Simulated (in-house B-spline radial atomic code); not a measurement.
The numbers below are computed, except where a source is named.
## Making a Troullier-Martins s channel for Al, r_c = 2.91 bohr

Al, [Ne] 3s2 3p1, non-relativistic PBE, spherical and spin-unpolarised, from an all-electron radial atomic-structure program (B-spline basis) (atomic units). The all-electron 3s level is ε = -0.284084 hartree, its outermost node lies just inside 0.81 bohr and its outer maximum at 2.08 bohr.

Inside r_c the pseudo-orbital is u(r) = r^1 exp(p(r)), with p = c0 + c2 r² + c4 r⁴ + … + c12 r¹². The seven coefficients follow from p and its first four derivatives at r_c, from zero curvature of the screened potential at the origin, c4 = −c2²/(2l + 5), and from the norm inside r_c. At r_c the all-electron orbital has P = 0.5631262, P' = -0.2132292, the screened potential V = -0.3512481, V' = 0.2490186, V'' = -0.2217591, and the norm inside is Q = 0.6909039.

(1) What are p, p' and p'' at r_c?

For a trial c2 the five matching conditions are linear in c0, c6, c8, c10 and c12, and c2 is varied until the norm inside r_c equals Q. The root nearest zero gives:

| n | c_n |
| --- | --- |
| 0 | -1.102273 |
| 2 | 0.06488983 |
| 4 | -0.000842138 |
| 6 | -0.008613882 |
| 8 | 0.001518023 |
| 10 | -0.0001059969 |
| 12 | 2.742034e-06 |

(2) Check c4 and p(r_c), and find the screened pseudopotential at the origin.

Orbitals and screened potentials:

```json
{"r (bohr)": "0.291", "P": "-0.2243", "u": "0.09718", "V all-electron": "-22.88", "V pseudo": "-0.09069"}
{"r (bohr)": "0.728", "P": "-0.07977", "u": "0.2499", "V all-electron": "-4.687", "V pseudo": "-0.1335"}
{"r (bohr)": "1.164", "P": "0.3537", "u": "0.4144", "V all-electron": "-1.913", "V pseudo": "-0.3134"}
{"r (bohr)": "1.601", "P": "0.5981", "u": "0.5704", "V all-electron": "-1.016", "V pseudo": "-0.6031"}
{"r (bohr)": "2.037", "P": "0.6737", "u": "0.6585", "V all-electron": "-0.6918", "V pseudo": "-0.7324"}
{"r (bohr)": "2.474", "P": "0.6439", "u": "0.6429", "V all-electron": "-0.485", "V pseudo": "-0.5442"}
{"r (bohr)": "2.91", "P": "0.5631", "u": "0.5631", "V all-electron": "-0.3512", "V pseudo": "-0.3512"}
```

Logarithmic derivatives P'/P at R = 3.21 bohr, for energies E around ε:

```json
{"E − ε (hartree)": "-0.5", "all-electron": "0.847422", "pseudo": "0.840231"}
{"E − ε (hartree)": "-0.25", "all-electron": "0.437759", "pseudo": "0.432321"}
{"E − ε (hartree)": "-0.1", "all-electron": "0.0236911", "pseudo": "0.0215748"}
{"E − ε (hartree)": "0", "all-electron": "-0.450564", "pseudo": "-0.450519"}
{"E − ε (hartree)": "0.1", "all-electron": "-1.41951", "pseudo": "-1.43418"}
{"E − ε (hartree)": "0.25", "all-electron": "-30.3887", "pseudo": "-97.8116"}
{"E − ε (hartree)": "0.5", "all-electron": "2.13959", "pseudo": "1.8362"}
```

(3) With P(R) = 0.4969951 and a norm of 0.7753867 inside R, what slope in energy does norm conservation fix?

Answers

(1) p = ln(P/r_c^1) = ln(0.5631262/2.91) = -1.64240. p' = P'/P − 1/r_c = -0.37865 − 0.34364 = -0.72230. The radial equation gives p'' = 2(V − ε) − 2(1) p'/r_c − p'² = -0.13433 − (-0.49642) − 0.52171 = -0.15962. Differentiating, p''' = 2V' + 2(1)p'/r_c² − 2(1)p''/r_c − 2p'p'' = 0.20657, and p'''' = 2V'' − 4(1)p'/r_c³ + 4(1)p''/r_c² − 2(1)p'''/r_c − 2p''² − 2p'p''' = -0.29619.

(2) −c2²/5 = -0.000842138, as listed. The terms c_n r_c^n are -1.10227, 0.54949, -0.06039, -5.23066, 7.80589, -4.61555, 1.01109, which sum to -1.64240. Inverting the radial equation, V_l(r) = ε + 1 p'/r + (p'' + p'²)/2, so V_l(0) = ε + (2l + 3) c2 = -0.284084 + 3 × (0.0648898) = -0.0894 hartree, finite where the all-electron potential diverges.

(3) d(P'/P)/dE = −2 × (norm inside R)/P(R)² = -6.2783 per hartree·bohr at E = ε, for both atoms, since orbital and norm agree at R. Differences over ±0.1 hartree give -7.2160 (all-electron) and -7.2788 (pseudo), which also hold third-order terms. Half a hartree below ε the two curves differ by -0.0072.
